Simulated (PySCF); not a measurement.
## Ga⁺ (gallium, charge +1): UHF calculation

Configuration: [Ar] 3d10 4s1 4d1, high-spin 3D determinant (an excited configuration). Computed with PySCF 2.14 in dyall-av2z, with the non-relativistic Hamiltonian (point nucleus).

```
Total energy                                                  : -1922.583304 hartree
One-electron energy                                           : -2669.4269 hartree
Hartree (Coulomb) energy                                      : 820.1079 hartree
Exchange energy                                               : -73.2643 hartree
Kinetic energy                                                : 1922.61891 hartree
⟨S²⟩                                                          : 2.0004
⟨L²⟩                                                          : 6.000
Sum of ⟨r⟩                                                    : 22.07 bohr
Sum of ⟨r²⟩                                                   : 45.25 bohr²
Traceless quadrupole moment −½Σ⟨3z² − r²⟩ along its main axis : 7.75 e·bohr²
Density at the nucleus (Gaussians lack the cusp)              : 20200 bohr⁻³
Spin density at the nucleus                                   : 10.1 bohr⁻³
Langevin diamagnetic susceptibility                           : -35.8 ×10⁻⁶ cm³/mol
```

```csv
shell,electrons,mean orbital energy (hartree),spread (hartree),"rms radius, mean of both spins (bohr)"
1s α,1,-379.33153,0,0.0572
1s β,1,-379.32601,0,0.0572
2s α,1,-48.67190,0,0.240
2s β,1,-48.66519,0,0.240
2p α,3,-42.99757,0.00015,0.212
2p β,3,-42.99567,0.00118,0.212
3s α,1,-6.90364,0,0.709
3s β,1,-6.88556,0,0.709
3p α,3,-4.98917,0.00117,0.742
3p β,3,-4.98316,0.00246,0.742
3d α,5,-1.70032,0.00664,0.882
3d β,5,-1.69463,0.00305,0.882
4s α,1,-0.85907,0,2.37
4d α,1,-0.22517,0,5.21
```

The outer electron is Rydberg-like, and this basis confines it to a smaller radius and binds it less than a complete one would.

Spin-orbit constants ζ (cm⁻¹) from the X2C one-electron operator on these orbitals (non-relativistic here): bare nucleus, nucleus screened by l(l+1)(2l+1)/3 electrons, and screened by the Breit-Pauli mean field of the electrons.

```
shell    bare  screened nucleus  mean field
   2p  145800            136400      132000
   3p   18590             17390       16690
   3d    2105              1426        1311
   4d   29.87             20.23       17.34
```

To first order the Landé constant is A = 8.672 cm⁻¹, so the lowest level has J = 1 and lies 0.00323 eV below the centre of the term. This holds in LS coupling only.
